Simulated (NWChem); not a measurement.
Species: C4H5F; SMILES C=C=C(C)F

Program: NWChem. Pople sets run with spherical d functions. STO-3G and 3-21G are far too small for this property and stand as cheap habits. All runs use the structure optimised with PBE0/def2-SVP. Field at 589 nm.

```csv
level,isotropic polarisability (bohr³),anisotropy (bohr³)
B3LYP/STO-3G,26.4,36.8
B3LYP/6-31G*,45.1,48.8
B3LYP/def2-SVP,47.2,48.4
B3LYP/def2-SVPD,[?],[?]
```

Problem. Complete the blanks.

Solution. 
- B3LYP/def2-SVPD, isotropic polarisability (bohr³): 56.4
- B3LYP/def2-SVPD, anisotropy (bohr³): 45.8
